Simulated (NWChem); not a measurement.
System meant: TaF5; SMILES [F][Ta]([F])([F])([F])[F]

Here is an NWChem input.

```
start job
memory heap 200 mb stack 900 mb global 1100 mb
geometry units angstroms noautoz
  Ta     0.000000     0.000000     0.000000
  F      0.000000     0.000000     1.880579
  F      0.000000     0.000000    -1.880579
  F      1.310239     1.310239     0.000000
  F      0.479581    -1.789820     0.000000
  F     -1.789820     0.479581     0.000000
end
basis spherical
  Ta library def2-svp
  F library def2-svp
end
dft
  xc b3lyp
  iterations 150
  mulliken
end
task dft energy
```

End of the output:

```
          Convergence Information
          -----------------------
          Convergence aids based upon iterative change in
          total energy or number of iterations.
          Levelshifting, if invoked, occurs when the
          HOMO/LUMO gap drops below (HL_TOL):  1.00D-02
          DIIS, if invoked, will attempt to extrapolate
          using up to (NFOCK): 10 stored Fock matrices.

                    Damping( 0%)  Levelshifting(0.5)       DIIS
                  --------------- ------------------- ---------------
          dE  on:    start            ASAP                start
          dE off:    2 iters        150 iters           150 iters

      Screening Tolerance Information
      -------------------------------
          Density screening/tol_rho:  1.00D-10
          AO Gaussian exp screening on grid/accAOfunc:  14
          CD Gaussian exp screening on grid/accCDfunc:  20
          XC Gaussian exp screening on grid/accXCfunc:  20
          Schwarz screening/accCoul:  1.00D-08

      Superposition of Atomic Density Guess
      -------------------------------------

      charge =      73.0 Ta (Tantalum)

      symmetry species            s     p     d     f
      number of basis functions = 7     6     5     1
      number of cont. functions = 6     3     2     1
      number of closed shells   = 6     4     2     1
      number of open shells     = 0     0     1     0
      open shell occupation     = 0     0     3     0
 ------------------------------------------------------------------------
 atomscf:atomd: error in atom scf                   0
 ------------------------------------------------------------------------
 ------------------------------------------------------------------------
  current input line :
    20: task dft energy
 ------------------------------------------------------------------------
 ------------------------------------------------------------------------
 This error has not yet been assigned to a category
 ------------------------------------------------------------------------
 For more information see the NWChem manual at https://nwchemgit.github.io

0:atomscf:atomd: error in atom scf:Received an Error in Communication
```

Q: What is wrong, and how is it mended?

A: The run crashed. Cause: the def2 basis of a heavy element holds valence functions alone and wants its effective core potential (without it all electrons must fit into that basis). This input runs:
```
start job
memory heap 200 mb stack 900 mb global 1100 mb
geometry units angstroms noautoz
  Ta     0.000000     0.000000     0.000000
  F      0.000000     0.000000     1.880579
  F      0.000000     0.000000    -1.880579
  F      1.310239     1.310239     0.000000
  F      0.479581    -1.789820     0.000000
  F     -1.789820     0.479581     0.000000
end
basis spherical
  Ta library def2-svp
  F library def2-svp
end
ecp
  Ta library def2-ecp
end
dft
  xc b3lyp
  iterations 150
  mulliken
end
task dft energy
```
It converges to -556.20648 Ha (B3LYP/def2-SVP with def2 effective core potentials on Ta).
